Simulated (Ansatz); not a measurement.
A made-up structure of NH$_{2}$Te, doublet:

N1  (-0.212, 0.107, -0.004)
Te2  (1.226, -0.077, 0.675)
H3  (-0.846, -0.669, 0.205)
H4  (-0.168, 0.639, -0.877)
(Å)

It is relaxed with PBE-D4/def2-SVP and then PBE0-D4/def2-TZVP (Ansatz 0.2.0). Atoms count as bonded within 1.22 times the sum of their covalent radii (H–H: 0.88 Å). The end point is not checked to be a true minimum.

Problem. Does its bonding change? (Judge from chemistry; the calculation decides.)

Solution. By the calculation: No: no bond forms or breaks.

Where it ends: The first stage lowers the energy by 4.07 eV in 6 steps. It ends as NH₂Te ([NH2][Te]):
```
atom    x (Å)    y (Å)    z (Å)
  N1  -0.2474   0.1017  -0.0321
 Te2   1.5103  -0.0891   0.8386
  H3  -0.9452  -0.6117   0.0975
  H4  -0.3177   0.5991  -0.9040
```

Labels in which every atom is bracketed show which atoms are joined, not bond orders.

For scale, one of the runs: PBE0-D4/def2-TZVP relaxation, 93 basis functions, launched by `ansatz run in.yaml --threads 2 --pin off --events-out ev --progress --plain --max-ram 4352MiB`. The run took about 25 s on 2 CPU threads of an Intel Xeon Platinum 8259CL (shared host).
